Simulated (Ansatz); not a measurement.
Consider the redistribution: `ClB1N[SiH2]1` + `F[B](Cl)[GeH3]` → `FB1N[SiH2]1` + `Cl[B](Cl)[GeH3]`.

Gas-phase electronic energies from Ansatz, PBE0-D4/def2-TZVP geometries. CCSD(T)/CBS is the MP2 limit (def2-TZVPP, def2-QZVPP) plus CCSD(T) − MP2 in def2-TZVPP, frozen cores. DFT in def2-TZVPP. B3LYP here is the variant with VWN-RPA as its local correlation; programs differ in this. HSE06 is defined as in plane-wave codes. For Ge outer-core shells are correlated without core-valence functions, which leaves a few kJ/mol of doubt a bond. Scalar relativity is left out up to krypton.

(1) Is it downhill or uphill in electronic energy at CCSD(T)/CBS, and by how much? (An estimate is asked.)

(2) What do these levels give: B97M-V, r2SCANh-D4, HSE06-D4, BLYP, r2SCAN, PBE0, B3LYP, RPA@PBE/def2-TZVPP, HF/def2-SVP, MP2/def2-TZVPP, CCSD(T)/def2-TZVPP, SCS-MP2/def2-QZVPP? (An estimate is asked.)

Largest T1 diagnostic among the species: 0.014.

Answers

(1) Ansatz gave: Uphill: ΔE = +0.16 eV.

(2) The calculation gave: B97M-V 0.17, r2SCANh-D4 0.17, HSE06-D4 0.16, BLYP 0.18, r2SCAN 0.18, PBE0 0.17, B3LYP 0.18, RPA@PBE/def2-TZVPP 0.18, HF/def2-SVP 0.21, MP2/def2-TZVPP 0.17, CCSD(T)/def2-TZVPP 0.18, SCS-MP2/def2-QZVPP 0.17 eV.

Leaving LDA and LC-ωPBE aside and taking each functional with its dispersion term where it has one, the values, not all of them listed here, spread over 0.03 eV, from revPBE-D4 to CAM-B3LYP-D4.
